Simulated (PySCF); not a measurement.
Cu(OH) (CuHO), SMILES [OH][Cu], multiplicity 1.

Geometry: r2SCAN-D4/def2-TZVP. The multiplicity is an assumed one; other spin states were not compared.

Two levels are set side by side: PBE/def2-TZVPD (PySCF) and HF/def2-TZVPD (PySCF). Same geometry, gas phase. Differences are taken from unrounded values.

| quantity | HF | PBE | PBE minus HF |
|---|---|---|---|
| orbital gap (eV) | 10.34 | 1.70 | -8.64 |
| highest occupied level (eV) | -10.39 | -5.32 | 5.07 |
| lowest empty level (eV) | -0.06 | -3.62 | -3.57 |
| dipole moment (D) | 5.53 | 3.31 | -2.22 |
| mean polarisability (bohr³) | 20.7 | 35.6 | 14.9 |

PBE's occupied levels lie high since its potential decays too fast outside the molecule; exact exchange lowers them and widens the gap. Loosely held outer electrons make PBE densities more polarisable. Differences between two approximate levels are no errors against the true value.

Rough cost on one machine, each run with all the roots and properties that it gave: HF against PBE about 1/4.
